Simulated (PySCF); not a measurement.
This PySCF input asks for the NMR shieldings of SMILES [O-]c1cc(Cl)co1, [C4H2ClO2]-; the geometry comes from GFN2-xTB.

```python
import basis_set_exchange as bse
import numpy as np
from pyscf import gto, dft
from pyscf.prop import nmr

atoms = """
O     2.553036   -0.051285    0.137528
C     1.318337   -0.069145    0.069020
C     0.357522    0.948063    0.029740
C    -0.887344    0.305872   -0.048028
Cl   -2.434951    1.075423   -0.122304
C    -0.702351   -1.038361   -0.055957
O     0.640786   -1.297271    0.014456
H     0.545922    2.001928    0.054304
H    -1.377395   -1.869229   -0.103937
"""
names = dict.fromkeys(["O", "C", "Cl", "H"], "pcSseg-1")
basis = {el: gto.basis.parse(bse.get_basis(n, elements=[el], fmt="nwchem")) for el, n in names.items()}
mol = gto.M(atom=atoms, basis=basis, charge=-1, verbose=0)
mf = dft.RKS(mol, xc="PBE0")
mf.grids.level = 2
mf.grids.alignment = dft.numint.BLKSIZE   # the property module wants whole blocks of grid points
mf.conv_tol = 1e-9
mf.kernel()

calc = nmr.RKS(mf)   # GIAO
C = mf.mo_coeff
Co = C[:, mf.mo_occ > 0]
resp = mf.gen_response(singlet=True, hermi=2)
def vind(x):   # induced exchange potential for any number of trial vectors
    d = np.einsum("pi,xij,qj->xpq", C, 2 * x.reshape(-1, C.shape[1], Co.shape[1]), Co, optimize=True)
    return np.einsum("xpq,pi,qj->xij", resp(d - d.transpose(0, 2, 1)), C, Co, optimize=True).ravel()
mo1, _ = nmr.rhf.solve_mo1(calc, with_cphf=vind)
sigma = calc.kernel(mo1)
for i, s in enumerate(sigma):   # ppm
    w = np.linalg.eigvalsh((s + s.T) / 2)
    print("%2d %-2s iso %8.1f  s11 %8.1f  s22 %8.1f  s33 %8.1f" % (i, mol.atom_pure_symbol(i), w.mean(), *w))
```

Task: What does it print?

Result: 
```
 0 O  iso     73.2  s11    -48.1  s22    -13.8  s33    281.6
 1 C  iso     13.5  s11    -70.5  s22     50.8  s33     60.4
 2 C  iso    116.7  s11     76.9  s22    130.4  s33    142.9
 3 C  iso     61.2  s11    -23.5  s22     94.2  s33    112.9
 4 Cl iso    858.5  s11    707.1  s22    805.7  s33   1062.6
 5 C  iso     73.8  s11     18.6  s22     97.6  s33    105.4
 6 O  iso     54.0  s11   -121.9  s22     97.3  s33    186.6
 7 H  iso     28.0  s11     24.7  s22     28.4  s33     30.9
 8 H  iso     25.8  s11     23.4  s22     26.5  s33     27.4
```

These numbers come from an equivalent density-fitted implementation of the same equations, which agrees with the script to about 0.01 ppm for H and up to a few tenths of a ppm for heavy atoms, so last digits may differ.

Task: Turn these shieldings into chemical shifts. Referencing at the same level of theory: ¹⁷O (σref 336.08) vs H2O; TMS for ¹³C (σref 186.93) and ¹H (σref 31.72); ³⁵Cl (σref 949.78) against HCl.

Result: Averaging equivalent atoms: O 6: 282.1; O 0: 262.9; C 1: 173.4; C 3: 125.7; C 5: 113.1; C 2: 70.2; Cl 4: 91; H 8: 5.93; H 7: 3.72 ppm. Unscaled 17O shifts of doubly bonded oxygen tend to come out too high, by tens of ppm or more. Experimental scales use liquid or dissolved standards, which lie at an offset from isolated H2O (liquid H2O: subtract about 36 ppm).

Size and cost of the density-fitted run: 136 basis functions, 18 s wall time on 1 thread of an Intel Xeon, shared host; peak memory 0.65 GiB.
